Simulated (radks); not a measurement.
Question: Method: scalar-relativistic Kohn-Sham, LB94 model potential, spin-polarised, spherical densities, finite nucleus; open shells are filled with parallel spins first (spin-orbit coupling, left out, can overturn this in heavy ions); Fermi nuclear charge, rms radius of each element as measured or else 0.836 A^(1/3) + 0.57 fm; computed with a radial shooting solver on a logarithmic mesh with Libxc functionals. Response by self-consistent Sternheimer equations with the Hartree and adiabatic LDA kernel, the relativistic mass of each level held fixed and spin-orbit coupling left out. For heavy and open-shell atoms this level of theory can miss by tens of per cent. Estimate the static dipole polarisabilities of Nd ([Xe] 4f4 6s2) and Mn+ ([Ar] 3d5 4s1) and the C6 coefficients of the three pairs.

Answer: alpha = 149.9 and 22.47 bohr^3; C6 = 2257 (Nd-Nd), 463.1 (Nd-Mn+), 106.8 (Mn+-Mn+) hartree bohr^6.
